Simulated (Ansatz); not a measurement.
Molecule: CH3AlBr2O, net charge 0, singlet state. 
Geometry from a B3LYP-D3(BJ)/def2-TZVP (Ansatz, a quantum-chemistry and plane-wave program) optimisation:
```xyz
8

C     -3.1326    -0.6267     0.2400
O     -2.0496     0.2416    -0.0232
Al    -0.3858     0.1167    -0.0241
Br     0.8366     1.9165    -0.5478
Br     0.6063    -1.8347     0.4944
H     -2.7969    -1.6319     0.5108
H     -3.7658    -0.6965    -0.6471
H     -3.7294    -0.2241     1.0612
```
Charge 0, spin multiplicity 1.

Dipole moments at this geometry, in debye (magnitudes).

| level | program | dipole (D) |
|---|---|---|
| revPBE/def2-TZVPD | Ansatz | 1.58 |
| r2SCAN/def2-TZVPD | Ansatz | 1.66 |
| B3LYP/def2-TZVPD | Ansatz | … |
| r2SCAN0/def2-TZVPD | Ansatz | 1.69 |
| HSE06/def2-TZVPD | Ansatz | 1.64 |
| CCSD(T)/def2-SVPD | Ansatz | … |

**Question.** What belongs in the gaps?

**Answer.** 
- B3LYP/def2-TZVPD, dipole (D): 1.67
- CCSD(T)/def2-SVPD, dipole (D): 1.71
